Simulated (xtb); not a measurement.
C2H6N, doublet, at a GFN2-xTB geometry. Base run: GFN2-xTB (xtb).

Geometry (Å):
```xyz
9

C     -1.2410     0.2183     0.0581
C      0.0419    -0.5279     0.0508
N      1.2270     0.1970    -0.1290
H     -2.0384    -0.4139     0.4446
H     -1.1638     1.1067     0.6863
H     -1.5418     0.5525    -0.9448
H      0.0628    -1.5286    -0.3480
H      1.2215     1.0930     0.3413
H      2.0653    -0.3314     0.0702
```
Charge 0, spin multiplicity 2.
All else is at xtb's defaults.
Base energy -10.17581 Eh.

Variants of this job, named by their change:

```tsv
change	ΔE vs base (kcal/mol)	dipole (D)	G_solv (kcal/mol)	SCF cycles
base	0.000	1.20	-	10
alpb = toluene	-2.71	1.29	-2.74	10
alpb = dmf	-4.31	1.41	-4.61	10
acc = 0.0001	0.000	1.20	-	15
alpb = cs2	-2.34	1.28	-2.38	10
alpb = benzene	-2.64	1.28	-2.67	10
acc = 30	0.000	1.20	-	7
etemp = 1000	0.000	1.20	-	10
```

ALPB and GBSA are two models with their own fitted parameters for each solvent, which aren't always the measured dielectric constant.
